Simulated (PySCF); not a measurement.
Ge(H)(Me) (CH₄Ge), SMILES [CH3][GeH] (connectivity only; charge and spin as stated), neutral, multiplicity 1. Atoms are numbered in the order given.

```xyz
6

Ge     0.0523    -0.4492     0.0000
H     -1.5349    -0.5914     0.0000
C     -0.0023     1.5351     0.0000
H      0.9911     1.9846     0.0000
H     -0.5575     1.8854     0.8771
H     -0.5575     1.8854    -0.8771
```

Geometry optimised at ωB97X-D3(BJ)/def2-TZVP.

All values below come from HF/def2-TZVPD (PySCF).

Symmetry labels are those of the subgroup Cs that the program uses (full group Cs).

Computed valence orbital energies around the gap with their symmetry:
```
orbital  symmetry  energy (eV)
-------  --------  -----------
HOMO−7         A'       -44.02
HOMO−6         A'       -43.91
HOMO−5         A'       -25.53
HOMO−4         A'       -17.37
HOMO−3         A'       -15.19
HOMO−2         A"       -14.99
HOMO−1         A'       -11.43
HOMO           A'        -8.65
LUMO           A"         0.57
LUMO+1         A'         2.00
LUMO+2         A'         2.61
LUMO+3         A'         3.59
```
